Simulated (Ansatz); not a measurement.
Ansatz (a first-principles code) job for 3-fluorobuta-1,2-diene (C₄H₅F), SMILES CC(F)=C=C, PBE0-D3(BJ)/def2-SVP. 

Ansatz 0.2 input:
```yaml
crystal:
  periodic: [false, false, false]
  atoms:
    - {symbol: C, position_ang: [-0.13705658, 2.20035814, -0.00000000]}
    - {symbol: C, position_ang: [-0.03180410, 0.91032138, 0.00000000]}
    - {symbol: C, position_ang: [0.05491304, -0.38612172, 0.00000000]}
    - {symbol: C, position_ang: [-1.07409932, -1.36259434, 0.00000000]}
    - {symbol: F, position_ang: [1.28231354, -0.98583303, -0.00000000]}
    - {symbol: H, position_ang: [-0.18464561, 2.76687778, -0.91749039]}
    - {symbol: H, position_ang: [-0.18464561, 2.76687778, 0.91749039]}
    - {symbol: H, position_ang: [-2.02305734, -0.83544761, -0.00000000]}
    - {symbol: H, position_ang: [-1.01009579, -1.99879575, 0.88239920]}
    - {symbol: H, position_ang: [-1.01009578, -1.99879576, -0.88239920]}
basis:
  gaussian:
    orbitals: def2-SVP
hamiltonian:
  xc: pbe0
  dispersion: d3bj
relax: {f_tol: 0.002, max_steps: 200}
```

Log of the run:

```
WARN ansatz: RAYON_NUM_THREADS=1 ignored (pool sized by the plan → 1); use --threads N
Functional definition: PBE0
integrals: 0.05 GiB planned
1076 factors; integrals over basis functions are off by at most 4.2e-4 eV
mean field: 0.34 GiB planned
mean field evaluation 1: about -6926.4171 eV, gradient 4.5e1 eV
mean field evaluation 2: about -6926.6524 eV, gradient 4.4e1 eV
mean field evaluation 4: about -6931.4448 eV, gradient 1.9e0 eV
mean field evaluation 8: about -6931.4927 eV, gradient 2.3e-1 eV
mean field evaluation 16: about -6931.4928 eV, gradient 3.0e-5 eV
mean field -6931.49284916 eV, -254.7276638720 hartree, gradient 3.0e-5 eV, S^2 0.000000; 0 other end points of the search recorded, 0 dependent functions left out
the calculation of the forces begins
reference -6931.49287244 eV, -254.7276647277 hartree; 19, 19 occupied and 76, 76 virtual orbitals, 1076 factors
relax step   1: F+E_penalty+E_count = -6931.63453492 eV  Δ(F+E_penalty+E_count) = +0.000e0 eV  max|allowed force component| = 1.189e0 eV/Å  Δτ_max = 0.0000 Å  (29 SCF iters, accepted)
these checks for a lower state are left out or cut short: starts, cluster_reference, orbital_swaps, neighbouring_geometries, increment
integrals: 0.05 GiB planned
1076 factors; integrals over basis functions are off by at most 4.5e-4 eV
mean field: 0.34 GiB planned
mean field -6931.52564996 eV, -254.7288692792 hartree, gradient 9.2e-6 eV, S^2 0.000000; 0 other end points of the search recorded, 0 dependent functions left out
the calculation of the forces begins
reference -6931.52567335 eV, -254.7288701387 hartree; 19, 19 occupied and 76, 76 virtual orbitals, 1076 factors
relax step   2: F+E_penalty+E_count = -6931.66673033 eV  Δ(F+E_penalty+E_count) = -3.220e-2 eV  max|allowed force component| = 3.899e-1 eV/Å  Δτ_max = 0.0336 Å  (33 SCF iters, accepted)
these checks for a lower state are left out or cut short: starts, cluster_reference, orbital_swaps, neighbouring_geometries, increment
integrals: 0.05 GiB planned
1076 factors; integrals over basis functions are off by at most 4.8e-4 eV
mean field: 0.34 GiB planned
mean field evaluation 32: about -6931.4634 eV, gradient 9.8e-6 eV
mean field -6931.46344714 eV, -254.7265833678 hartree, gradient 9.8e-6 eV, S^2 0.000000; 0 other end points of the search recorded, 0 dependent functions left out
the calculation of the forces begins
reference -6931.46347050 eV, -254.7265842261 hartree; 19, 19 occupied and 76, 76 virtual orbitals, 1076 factors
relax step   3: F+E_penalty+E_count = -6931.60407291 eV  Δ(F+E_penalty+E_count) = +6.266e-2 eV  max|allowed force component| = 1.092e0 eV/Å  Δτ_max = 0.0937 Å  (31 SCF iters, rejected (line search))
these checks for a lower state are left out or cut short: starts, cluster_reference, orbital_swaps, neighbouring_geometries, increment
integrals: 0.05 GiB planned
1076 factors; integrals over basis functions are off by at most 4.6e-4 eV
mean field: 0.34 GiB planned
mean field -6931.51419052 eV, -254.7284481526 hartree, gradient 8.8e-6 eV, S^2 0.000000; 0 other end points of the search recorded, 0 dependent functions left out
the calculation of the forces begins
reference -6931.51421373 eV, -254.7284490055 hartree; 19, 19 occupied and 76, 76 virtual orbitals, 1076 factors
relax step   4: F+E_penalty+E_count = -6931.65587221 eV  Δ(F+E_penalty+E_count) = +1.086e-2 eV  max|allowed force component| = 6.907e-1 eV/Å  Δτ_max = 0.0468 Å  (33 SCF iters, rejected (line search))
these checks for a lower state are left out or cut short: starts, cluster_reference, orbital_swaps, neighbouring_geometries, increment
integrals: 0.05 GiB planned
1076 factors; integrals over basis functions are off by at most 4.6e-4 eV
mean field: 0.34 GiB planned
mean field -6931.53223122 eV, -254.7291111361 hartree, gradient 9.4e-6 eV, S^2 0.000000; 0 other end points of the search recorded, 0 dependent functions left out
the calculation of the forces begins
reference -6931.53225460 eV, -254.7291119954 hartree; 19, 19 occupied and 76, 76 virtual orbitals, 1076 factors
relax step   5: F+E_penalty+E_count = -6931.67315860 eV  Δ(F+E_penalty+E_count) = -6.428e-3 eV  max|allowed force component| = 9.607e-2 eV/Å  Δτ_max = 0.0228 Å  (33 SCF iters, accepted)
these checks for a lower state are left out or cut short: starts, cluster_reference, orbital_swaps, neighbouring_geometries, increment
integrals: 0.05 GiB planned
1076 factors; integrals over basis functions are off by at most 4.6e-4 eV
mean field: 0.34 GiB planned
mean field -6931.53289285 eV, -254.7291354507 hartree, gradient 2.2e-5 eV, S^2 0.000000; 0 other end points of the search recorded, 0 dependent functions left out
the calculation of the forces begins
reference -6931.53291622 eV, -254.7291363092 hartree; 19, 19 occupied and 76, 76 virtual orbitals, 1076 factors
relax step   6: F+E_penalty+E_count = -6931.67396380 eV  Δ(F+E_penalty+E_count) = -8.052e-4 eV  max|allowed force component| = 3.362e-2 eV/Å  Δτ_max = 0.0058 Å  (25 SCF iters, accepted)
these checks for a lower state are left out or cut short: starts, cluster_reference, orbital_swaps, neighbouring_geometries, increment
integrals: 0.05 GiB planned
1076 factors; integrals over basis functions are off by at most 4.6e-4 eV
mean field: 0.34 GiB planned
mean field -6931.53295911 eV, -254.7291378856 hartree, gradient 9.5e-6 eV, S^2 0.000000; 0 other end points of the search recorded, 0 dependent functions left out
the calculation of the forces begins
reference -6931.53298246 eV, -254.7291387438 hartree; 19, 19 occupied and 76, 76 virtual orbitals, 1076 factors
relax step   7: F+E_penalty+E_count = -6931.67409566 eV  Δ(F+E_penalty+E_count) = -1.319e-4 eV  max|allowed force component| = 2.523e-2 eV/Å  Δτ_max = 0.0122 Å  (32 SCF iters, accepted)
these checks for a lower state are left out or cut short: starts, cluster_reference, orbital_swaps, neighbouring_geometries, increment
integrals: 0.05 GiB planned
1076 factors; integrals over basis functions are off by at most 4.6e-4 eV
mean field: 0.34 GiB planned
mean field evaluation 64: about -6931.4941 eV, gradient 3.0e-1 eV
mean field -6931.53300706 eV, -254.7291396475 hartree, gradient 1.9e-5 eV, S^2 0.000000; 0 other end points of the search recorded, 0 dependent functions left out
the calculation of the forces begins
reference -6931.53303041 eV, -254.7291405058 hartree; 19, 19 occupied and 76, 76 virtual orbitals, 1076 factors
relax step   8: F+E_penalty+E_count = -6931.67412954 eV  Δ(F+E_penalty+E_count) = -3.387e-5 eV  max|allowed force component| = 1.423e-2 eV/Å  Δτ_max = 0.0033 Å  (24 SCF iters, accepted)
these checks for a lower state are left out or cut short: starts, cluster_reference, orbital_swaps, neighbouring_geometries, increment
integrals: 0.05 GiB planned
1076 factors; integrals over basis functions are off by at most 4.6e-4 eV
mean field: 0.34 GiB planned
mean field -6931.53300929 eV, -254.7291397296 hartree, gradient 2.8e-5 eV, S^2 0.000000; 0 other end points of the search recorded, 0 dependent functions left out
the calculation of the forces begins
reference -6931.53303265 eV, -254.7291405879 hartree; 19, 19 occupied and 76, 76 virtual orbitals, 1076 factors
relax step   9: F+E_penalty+E_count = -6931.67413312 eV  Δ(F+E_penalty+E_count) = -3.579e-6 eV  max|allowed force component| = 1.070e-3 eV/Å  Δτ_max = 0.0006 Å  (21 SCF iters, accepted)
integrals: 0.05 GiB planned
1076 factors; integrals over basis functions are off by at most 4.6e-4 eV
mean field: 0.34 GiB planned
mean field -6931.53300929 eV, -254.7291397296 hartree, gradient 2.8e-5 eV, S^2 0.000000; 1 other end points of the search recorded, 0 dependent functions left out
the calculation of the forces begins
reference -6931.53303265 eV, -254.7291405879 hartree; 19, 19 occupied and 76, 76 virtual orbitals, 1076 factors
Total energy: -6931.67415647 eV, -254.7343267928 hartree
Atom 0 at    -0.138521     2.213936    -0.000000 Å, force     0.000079    -0.000986    -0.000000 eV/Å
Atom 1 at    -0.017969     0.912010    -0.000000 Å, force     0.000117    -0.001070    -0.000000 eV/Å
Atom 2 at     0.065735    -0.398139     0.000000 Å, force    -0.000015     0.000713    -0.000000 eV/Å
Atom 3 at    -1.066395    -1.362058    -0.000000 Å, force     0.000265     0.000045     0.000000 eV/Å
Atom 4 at     1.268516    -1.001089     0.000001 Å, force     0.000060     0.000379     0.000000 eV/Å
Atom 5 at    -0.188371     2.786117    -0.934573 Å, force    -0.000051     0.000543    -0.000107 eV/Å
Atom 6 at    -0.188375     2.786117     0.934572 Å, force    -0.000051     0.000543     0.000107 eV/Å
Atom 7 at    -2.029808    -0.837524     0.000002 Å, force     0.000564    -0.000445     0.000000 eV/Å
Atom 8 at    -1.011541    -2.011263     0.888682 Å, force    -0.000483     0.000139    -0.000456 eV/Å
Atom 9 at    -1.011545    -2.011261    -0.888684 Å, force    -0.000483     0.000139     0.000456 eV/Å
Dipole moment:    -0.331502     0.074672    -0.000000 e Å
```

Self-consistency was reached.

Cost: about 20 core-seconds (a rough figure).
